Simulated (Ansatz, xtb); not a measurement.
## Relative energy of two isomers of CH3F3SSn

Structure a: `C[S][Sn]([F])([F])[F]`, a singlet. Structure b: `[F][Sn]([F])([F])[CH2]S`, a singlet. Both are isolated molecules in the gas phase, relaxed with PBE0-D4/def2-SVP; the shapes shown needn't be the lowest conformers.

a (Å):

```xyz
9

C    -0.0240   -1.4035    0.8839
F    -1.3550    0.8388   -1.9108
F     1.2703    2.4279   -1.9005
F    -0.5219    2.2625    0.5997
S     1.3432   -0.6923   -0.1051
Sn    0.1976    1.2364   -0.8548
H    -0.3388   -0.7224    1.6852
H    -0.8772   -1.6801    0.2508
H     0.3943   -2.3138    1.3345
```

b (Å):

```yaml
atoms:
  - { symbol: C, position_ang: [-0.6952, -0.6284, 0.9380] }
  - { symbol: F, position_ang: [1.2101, -1.4921, 3.6746] }
  - { symbol: F, position_ang: [2.5745, -0.3916, 1.1653] }
  - { symbol: F, position_ang: [1.0678, 1.4784, 3.0448] }
  - { symbol: S, position_ang: [-0.3548, -2.0019, -0.1867] }
  - { symbol: Sn, position_ang: [0.9729, -0.2581, 2.2243] }
  - { symbol: H, position_ang: [-0.9530, 0.3078, 0.4222] }
  - { symbol: H, position_ang: [-1.5431, -0.9242, 1.5718] }
  - { symbol: H, position_ang: [0.7587, -1.4789, -0.7461] }
```

**Question.** Which of the two would you expect CCSD(T)/def2-SVP + ΔMP2/def2-TZVPP electronic energies to favour?

**Answer.** Structure a; the calculation gives E(b) − E(a) = +14.8 kcal/mol.

Level by level:

```csv
level,geometry,E(b) − E(a) (kcal/mol),departure from the last row (kcal/mol),"job, with rough time for the two"
PBE0-D4/def2-SVP,PBE0-D4/def2-SVP,+15.8,+1.1,"optimisation, 34 s"
HF/def2-SVP,PBE0-D4/def2-SVP,+17.1,+2.4,part of the CCSD(T) run
MP2/def2-SVP,PBE0-D4/def2-SVP,+15.8,+1.0,part of the CCSD(T) run
CCSD(T)/def2-SVP,PBE0-D4/def2-SVP,+15.5,+0.7,single point
CCSD(T)/def2-SVP + ΔMP2/def2-TZVPP,PBE0-D4/def2-SVP,+14.8,,"single point, 52 s"
```

As drawn, b has 1 C–Sn, 1 S–H in place of 1 S–Sn, 1 C–H.

The levels shown agree on the order. The largest departure from CCSD(T)/def2-SVP + ΔMP2/def2-TZVPP is that of HF/def2-SVP, 2.4 kcal/mol. Levels run at GFN2-xTB geometries aren't shown. The last row adds to CCSD(T) the change of the MP2 difference between the two basis sets, here −0.7 kcal/mol.

With thermal terms from frequencies at re-optimised GFN2-xTB minima (ideal gas, soft modes damped towards free rotors, one conformer each, 298.15 K, 1 atm): on the last row, ΔE + ΔZPE = +13.4, ΔH = +13.0, ΔG = +14.2 kcal/mol.

The correlated steps freeze 13 core orbitals; the filled d shell of Sn is correlated, in a basis made for valence electrons. Atoms past krypton carry core potentials in the def2 sets and no spin–orbit term is included. Codes used: Ansatz 0.2.0, xtb 6.7.1; the last row on 2 threads of AMD EPYC 9B14 (Zen 4) on a shared host.
